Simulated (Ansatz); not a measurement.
```yaml
crystal:
  periodic: [false, false, false]
  atoms:
    - {symbol: Cl, position_ang: [-1.460467, 1.353837, -1.388145]}
    - {symbol: Zr, position_ang: [-0.029802, -0.205872, -0.483461]}
    - {symbol: Cl, position_ang: [-0.443481, -2.451342, -1.213678]}
    - {symbol: Cl, position_ang: [2.155215, 0.421501, -0.959905]}
    - {symbol: Se, position_ang: [-0.372580, -0.285146, 2.034387]}
    - {symbol: H, position_ang: [-0.016127, 1.103023, 2.027060]}
basis:
  gaussian: {orbitals: x2c-TZVPPall}
hamiltonian: {xc: {name: HF}}
correlation: {method: mp2, frozen_orbitals: {Cl: 9}}
```

```sh
$ ansatz run in.yaml --threads 4 --pin off --events-out ev --progress --plain --max-ram 11315MiB
```

It prints (some lines left out):

```
Functional definition: HF
Error: "frozen_orbitals" has no count for Zr
```

**Question.** Something in this input is off. What?

**Answer.** Frozen orbitals are typed for one element alone, and the program wants a count for each. The program refused the input.
